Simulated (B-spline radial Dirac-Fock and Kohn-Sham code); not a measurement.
**Conversion-electron coefficients: Nd, 63.1 keV**

Z = 60 (neodymium), transition energy 63.1 keV. Method: a Dirac-Hartree-Slater potential of the neutral atom with a Latter tail (no hole, which puts coefficients of high multipoles low close above an edge), finite nucleus with surface currents. Computed with a radial B-spline solver. Subshells that would emit electrons below 1 keV are left out.

| subshell | electron energy (keV) | E1 | E4 | M1 | M3 | M4 |
| --- | --- | --- | --- | --- | --- | --- |
| K | 19.53 | 0.755 | 40.1 | 4.59 | 334 | 1530 |
| L1 | 55.97 | 0.0728 | 42.9 | 0.587 | 187 | 2590 |
| L2 | 56.38 | 0.0189 | 3750 | 0.0493 | 28.7 | 522 |
| L3 | 56.89 | 0.0258 | 4000 | 0.00974 | 273 | 9000 |
| M1 | 61.52 | 0.0149 | 12.3 | 0.124 | 46.2 | 709 |
| M2 | 61.70 | 0.00397 | 943 | 0.0112 | 7.19 | 139 |
| M3 | 61.80 | 0.00552 | 998 | 0.00221 | 69.0 | 2470 |
| M4 | 62.10 | 0.000221 | 115 | 9.21e-05 | 0.917 | 45.2 |
| M5 | 62.12 | 0.000285 | 132 | 6.48e-05 | 0.694 | 124 |
| total |  | 0.904 | 10600 | 5.41 | 980 | 18100 |

Problem. For a pure E4 transition, what fraction of decays emits a photon?

Solution. 1/(1 + α) = 9.43e-05 with the total α = 10600; the total includes the outer subshells that are not listed.
